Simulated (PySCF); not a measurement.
**Removing the step error of a finite difference**

System: C2H6AlF (SMILES [CH3][Al]([CH3])[F]), singlet, geometry from GFN2-xTB (such geometries of metal compounds can be far from the true shape). Level: HF/6-31G*, polarisability run with PySCF. Sums are taken with unrounded values, so a last digit can differ.

Second differences of the energy in a field along z gave a polarisability along z of 40.451 bohr³ at step 0.02 and 41.144 bohr³ at step 0.05 (atomic units).

**Question.** Extrapolate to zero step.

**Answer.** The leading error of a symmetric difference goes as h², so A(h) = A0 + c h². Then c = (41.144 - (40.451))/(0.05² - 0.02²) = 330 (atomic units) and A0 = 40.451 - c × 0.02² = 40.319 bohr³. The analytic value from the same program and level is 40.333 bohr³: the smaller step missed it by 0.118, the extrapolation by -0.014.
